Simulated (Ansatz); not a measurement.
CH₂BFO, SMILES `FB1CO1`. Total charge 0; spin multiplicity 1. The structure was optimised at the PBE0-D4/def2-TZVP level.

```xyz
6

F    -1.488    0.690   -1.355
B    -0.680    0.180   -0.465
C     0.614   -0.028    0.266
O    -0.737   -0.700    0.522
H     0.924    0.596    1.098
H     1.366   -0.738   -0.067
```

(1) What is the dipole moment at PBE/def2-TZVPP? (An estimate is asked.)

(2) And with r2SCAN, B3LYP, ωB97M-V? (Best estimate.)

(3) Give the Mulliken charges with PBE, B3LYP, r2SCAN in def2-TZVPP. (Best estimate.)

## Answers

(1) The calculation gave: 1.46 D, with components (1.38, 0.48, -0.02) D in this frame, pointing from negative to positive charge.

(2) Ansatz gave: r2SCAN 1.55 D, B3LYP 1.65 D, ωB97M-V 1.64 D.

(3) The calculation gave: 
```json
{"atom": "F1", "PBE": "-0.20", "B3LYP": "-0.24", "r2SCAN": "-0.27"}
{"atom": "B2", "PBE": "0.32", "B3LYP": "0.40", "r2SCAN": "0.45"}
{"atom": "C3", "PBE": "-0.15", "B3LYP": "-0.14", "r2SCAN": "-0.08"}
{"atom": "O4", "PBE": "-0.20", "B3LYP": "-0.26", "r2SCAN": "-0.27"}
{"atom": "H5", "PBE": "0.11", "B3LYP": "0.12", "r2SCAN": "0.09"}
{"atom": "H6", "PBE": "0.11", "B3LYP": "0.12", "r2SCAN": "0.09"}
```

B3LYP here is the variant with VWN-RPA as its local correlation; programs differ in this.
